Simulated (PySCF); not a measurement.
C4H6BN.
Structure used (GFN2-xTB), in Å, numbered top down from 1:
```
atom  x, y, z in Å
C1     2.330   -1.037    0.495
C2     1.288   -0.669    0.026
B3    -0.079   -0.229   -0.577
C4    -1.354   -0.706    0.339
N5    -0.075    1.233   -0.509
C6    -0.090    2.372   -0.377
H7     3.238   -1.377    0.904
H8    -0.192   -0.512   -1.730
H9    -2.296   -0.320   -0.046
H10   -1.254   -0.384    1.373
H11   -1.414   -1.791    0.337
H12   -0.102    3.419   -0.262
```

The closed-shell ground state was solved at several levels (PySCF, density fitting, gas phase, non-relativistic).

```tsv
level	basis functions	total energy (Eh)	HOMO (eV)	LUMO (eV)	gap (eV)	dipole (D)
B3LYP/pcJ-1	222	-235.5638	-6.61	-1.61	5.00	5.85
CAM-B3LYP/def2-SVPD	168	-235.2367	-8.20	-0.36	7.84	5.98
```

Problem. Estimate the row for PBE0/pcSseg-1, a basis of 132 functions; the other rows only guide the guess.

Solution. Total energy -235.2160 Eh, HOMO -6.84 eV, LUMO -1.33 eV, gap 5.51 eV, dipole 5.88 D.

Problem. Over all these levels, which gives the widest orbital gap and which the narrowest?

Solution. CAM-B3LYP/def2-SVPD (range-separated hybrid) has the widest, 7.84 eV, and B3LYP/pcJ-1 (global hybrid, 20 % exact exchange) the narrowest, 5.00 eV. Functional and basis both differ between the two, so the spread mixes both effects.

Problem. How far do the dipole and the HOMO energy spread over the levels?

Solution. The dipole runs from 5.85 to 5.98 D (mean 5.90 D) and the HOMO from -8.20 to -6.61 eV.
